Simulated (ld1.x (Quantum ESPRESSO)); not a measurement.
**Reading a pseudo-wave (hydrogen (H))**

Columns: radius, all-electron u(r) and pseudo u(r) of the 1s shell (level -6.49 eV) of hydrogen in the configuration 1s1; PBE, scalar-relativistic, ultrasoft scheme, ld1.x (Quantum ESPRESSO) 7.5.

```
r (bohr)  all-electron  pseudo
   0.055        0.0999  0.0752
   0.110        0.1889  0.1493
   0.165        0.2679  0.2210
   0.220        0.3377  0.2895
   0.275        0.3991  0.3537
   0.330        0.4529  0.4129
   0.385        0.4996  0.4666
   0.440        0.5401  0.5143
   0.495        0.5747  0.5560
   0.550        0.6042  0.5916
   0.605        0.6289  0.6213
   0.660        0.6494  0.6454
   0.715        0.6660  0.6645
   0.770        0.6791  0.6790
   0.825        0.6891  0.6896
   0.880        0.6963  0.6968
   0.935        0.7009  0.7013
   0.990        0.7032  0.7034
   1.045        0.7036  0.7036
   1.100        0.7021  0.7021
   1.155        0.6990  0.6990
   1.210        0.6945  0.6945
   1.265        0.6886  0.6886
   1.320        0.6817  0.6817
   1.375        0.6738  0.6738
   1.430        0.6650  0.6650
```

(1) How many radial nodes do the two functions have?

(2) Is the pseudo-wave norm-conserving?

## Answers

(1) The all-electron 1s function has n − l − 1 = 0; the pseudo-wave has 0.

(2) No, it belongs to an ultrasoft set: the norm inside the radius is not constrained, and the difference is carried by the augmentation charge.
